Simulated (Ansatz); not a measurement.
`C[SiH2][CH2][AlH2]`. Total charge 0; spin multiplicity 1.

```xyz
13

C     1.3386   -0.1863    1.3327
Si   -0.1901   -0.9461    0.5653
C    -0.4255   -0.3475   -1.1910
Al   -1.0335    1.4993   -1.2597
H     2.2343   -0.4795    0.7791
H     1.2851    0.9055    1.3267
H     1.4601   -0.5134    2.3677
H    -1.3831   -0.5600    1.3813
H    -0.0937   -2.4331    0.6289
H     0.5348   -0.4601   -1.7080
H    -1.1582   -0.9913   -1.6888
H    -2.5576    1.8294   -1.5576
H    -0.0112    2.6832   -0.9768
```

Task: Give the diagnostics of a CCSD(T)/def2-TZVPP run (frozen core, Ansatz). (An estimate is asked.)

Result: The calculation gave: T1 = 0.0100, largest single amplitude 0.009, largest double 0.021, (T) share of the correlation energy 3.5 %, 9 CCSD cycles. The RHF solution is stable towards an unrestricted one. T1 lies under the customary mark of 0.02 for closed shells.
